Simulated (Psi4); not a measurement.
HBClFS (SMILES FB(S)Cl), singlet, geometry from GFN2-xTB; Psi4 with FNO-CCSD(T)/cc-pVDZ.

Input for Psi4:
```
memory 2 GB

molecule mol {
0 1
B     0.063640    0.315376   -0.024141
Cl   -1.540658   -0.035747   -0.517427
F     0.474086    1.577062   -0.067854
S     1.211370   -0.940813    0.547327
H     2.224294   -0.109737    0.770419
}

set {
  basis cc-pvdz
  reference rhf
  freeze_core true
}

energy('fno-ccsd(t)')
print_variables()
```

It wrote (shortened):

```
   => Loading Basis Set <=

    Name: CC-PVDZ
    Role: ORBITAL
    Keyword: BASIS

         ---------------------------------------------------------
                                   SCF
               by Justin Turney, Rob Parrish, Andy Simmonett
                          and Daniel G. A. Smith
                              RHF Reference
         ---------------------------------------------------------

  ==> Geometry <==

    Molecular point group: c1
    Full point group: C1

    Geometry (in Angstrom), charge = 0, multiplicity = 1:

       Center              X                  Y                   Z               Mass
    ------------   -----------------  -----------------  -----------------  -----------------
         B            0.096264969646     0.295026520667    -0.010123583398    11.009305360000
         CL          -1.508033030354    -0.056096479333    -0.503409583398    34.968852682000
         F            0.506710969646     1.556712520667    -0.053836583398    18.998403162730
         S            1.243994969646    -0.961162479333     0.561344416602    31.972071174400
         H            2.256918969646    -0.130086479333     0.784436416602     1.007825032230

  Running in c1 symmetry.

  Rotational constants: A =      0.23822  B =      0.10240  C =      0.07162 [cm^-1]
  Rotational constants: A =   7141.78270  B =   3069.84008  C =   2146.97813 [MHz]
  Nuclear repulsion =  185.186317234079439

  Charge       = 0
  Multiplicity = 1
  Electrons    = 48
  Nalpha       = 24
  Nbeta        = 24

  ==> Algorithm <==

  SCF Algorithm Type is PK.
  DIIS enabled.
  MOM disabled.
  Fractional occupation disabled.
  Guess Type is SAD.
  Energy threshold   = 1.00e-08
  Density threshold  = 1.00e-08
  Integral threshold = 1.00e-12

  ==> Primary Basis <==

  Basis Set: CC-PVDZ
    Blend: CC-PVDZ
    Number of shells: 31
    Number of basis functions: 69
    Number of Cartesian functions: 73
    Spherical Harmonics?: true
    Max angular momentum: 2

  ==> Integral Setup <==

  Using in-core PK algorithm.
   Calculation information:
      Number of atoms:                   5
      Number of AO shells:              31
      Number of primitives:            149
      Number of atomic orbitals:        73
      Number of basis functions:        69

      Integral cutoff                 1.00e-12
      Number of threads:                 1

  Performing in-core PK
  Using 5834640 doubles for integral storage.
  We computed 120899 shell quartets total.
[...]
  @RHF Final Energy:  -981.88096069869016
    Total Energy =                       -981.8809606986901599
      * MP2 total energy:                   -982.415543600523
      * MP2 total energy:                   -982.415543600523
[...]
        SS MP2.5 correlation energy:          -0.140859932721
        MP2.5 correlation energy:             -0.547360653342
      * MP2.5 total energy:                 -982.428321352032

        OS MP3 correlation energy:            -0.422662947786
        SS MP3 correlation energy:            -0.137475457064
        MP3 correlation energy:               -0.560138404850
      * MP3 total energy:                   -982.441099103540

        OS MP4(SDQ) correlation energy:       -0.431042421260
        SS MP4(SDQ) correlation energy:       -0.130546110921
        MP4(SDQ) correlation energy:          -0.566505737463
      * MP4(SDQ) total energy:              -982.447466436153

        OS CCSD correlation energy:           -0.431780282405
        SS CCSD correlation energy:           -0.133614483780
        CCSD correlation energy:              -0.565394766185
      * CCSD total energy:                  -982.446355464875

  Total time for CCSD iterations:        2.23 s (user)
                                         0.78 s (system)
                                            3 s (total)

  Time per iteration:                    0.17 s (user)
                                         0.06 s (system)
                                         0.25 s (total)

        ==> Resort (ov|vv) integrals for low-memory (T) computation <==

        *******************************************************
        *                                                     *
        *                      CCSD(T)                        *
        *                                                     *
        *******************************************************

        Using low-memory algorithm.

        num_threads:                      1
        memory requirements:        5.11 mb

        Number of abc combinations: 16215

        Computing (T) correction...

        % complete  total time
              10.0
              20.0
              30.0
              40.0
              50.0
              60.0
              70.0
              80.0
              90.0

        (T) energy                            -0.013966881313

        CCSD(T) correlation energy            -0.579361647498
      * CCSD(T) total energy                -982.460322346188

  Variable Map:
  ----------------------------------------------------------------------------
[...]
  Array Variable Map:
  ----------------------------------------------------------------------------
[...]
[...]
```
